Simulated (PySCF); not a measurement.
# H₄MnN, singlet: molecular constants

These are results of PBE0 in PySCF with Mn def2-TZVP, N def2-TZVP, H def2-TZVP; no relativity; density-fitted integrals, not measurements.

The structure is a minimum.

```xyz
6
charge 0 multiplicity 1, angstrom
Mn    0.0009   -0.0003    0.4802
N    -0.0031    0.0011   -1.6106
H     0.0040   -0.0015    2.0956
H     0.9463    0.0172   -1.9738
H    -0.4926    0.8162   -1.9705
H    -0.4651   -0.8293   -1.9717
```

* Point group: C3v
* Bond lengths: Mn–H 1.615 Å, Mn–N 2.091 Å, N–H 1.017 Å (×3)
* Bond angles: H–Mn–N 180.0°, H–N–H 108.1° (×3), H–N–Mn 110.8° (×3)
* Principal quadrupole moments (Buckingham, traceless) about the centre of mass: -0.39, -0.39, 0.78 D Å
* Principal polarisabilities: 43.8, 43.8, 59.3 bohr³
* Enthalpy at 298.15 K above 0 K: 15.14 kJ/mol
* Zero-point energy: 110.7 kJ/mol
* Heat capacity Cp at 298.15 K: 67.5 J/(mol K)
* Dipole moment: 6.84 D
* Rotational constants: 6.175, 0.2533, 0.2533 cm⁻¹
* Rotational symmetry number: 3
* Lowest empty level: -1.00 eV
* Highest occupied level: -4.78 eV
* Entropy at 298.15 K and 1 bar: 269.9 J/(mol K)
* Atomisation energy without zero-point energy: 1107 kJ/mol

Harmonic modes (masses in u: Mn 54.938, N 14.003, H 1.008):
| symmetry | ω (cm⁻¹) | IR (km/mol, summed over degenerate members) | μ (u) |
| --- | --- | --- | --- |
| e | 193 | 146 | 1.05 |
| a1 | 377 | 0.1 | 4.83 |
| e | 474 | 49.2 | 1.16 |
| a1 | 1169 | 221 | 1.21 |
| e | 1638 | 51.6 | 1.06 |
| a1 | 1746 | 238 | 1.02 |
| a1 | 3458 | 2.3 | 1.03 |
| e | 3571 | 88.4 | 1.09 |

In C3v the vibrations span 4e + 4a1.

Charges (e):
```tsv
atom	Mulliken	Löwdin	polar tensor	Mayer order to Mn1
Mn1	-0.05	-0.03	0.15	–
N2	-0.68	-0.22	-0.34	0.29
H3	-0.10	-0.23	-0.39	0.94
H4,5,6	0.28	0.16	0.19	0.03
```
Other Mayer orders above 0.3: N–H 0.90 (×3).

Mulliken populations on Mn1: s 7.26, p 12.17, d 5.62, f 0.00.

Outer orbital energies (eV). occupied: -26.22, -15.28, -15.28, -11.45, -6.98, -5.71, -5.71, -4.78; empty: -1.00, -1.00, -0.37, 1.73.

Stability towards spin polarisation was not tested. Only a few start shapes were tried, so a lower isomer may exist.

The final relaxation and frequency run took 57 s on 2 threads of a shared Arm Neoverse V1 host, with 100 basis functions and 16 gradients; the process peaked at 1.5 GiB. Launch command: `OMP_NUM_THREADS=2 python axn.py task.json out`.
